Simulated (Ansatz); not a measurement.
F2Si (SMILES F[Si]F) moved off its minimum; all values from Ansatz (a program for electronic structure), cores frozen in correlated methods.
(charge 0, multiplicity 1)
```xyz
3

Si     0.04385     0.13032     0.58380
F      0.94624    -0.76575    -0.48839
F     -1.02874     0.63695    -0.37186
```

Give the forces (eV/Å), the total energy and the dipole at CCSD(T)/aug-cc-pV(T+d)Z.


| atom | Fx | Fy | Fz |
|---|---|---|---|
| Si1 | 2.880 | -1.797 | 0.821 |
| F2 | -0.671 | 0.714 | 0.987 |
| F3 | -2.209 | 1.083 | -1.808 |
Energy -488.6470 hartree, dipole 1.36 D.
